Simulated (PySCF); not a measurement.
# Fine-structure interval of Ce⁴¹⁺ by level of theory

Ce⁴¹⁺ [Ne] 3s2 3p5 [3p1/2^2 3p3/2^3, M_J = 3/2] → Ce⁴¹⁺ [Ne] 3s2 3p5 [3p1/2^1 3p3/2^4, M_J = 1/2], as a difference of total energies. Calculation: PySCF 2.14, in an even-tempered Gaussian basis (18 s from 8.9 bohr⁻², ratio 2.4; 14 p from 12 bohr⁻², ratio 2.4; 4 d from 44 bohr⁻², ratio 2.6; 4 f from 67 bohr⁻², ratio 2.6); the two-component X2C-1e Hamiltonian. Correlated levels: 1s2 frozen; the 54 highest virtual spinors dropped. "Screened" scales the spin-orbit matrix elements by Boettger's factors to mimic the two-electron term; Breit and QED terms are absent.

| method | fine-structure interval (cm⁻¹) |
| --- | --- |
| GHF (screened spin-orbit) | 895420 |
| GMP2 (screened spin-orbit) | 896600 |
| GHF (bare spin-orbit) | 929400 |
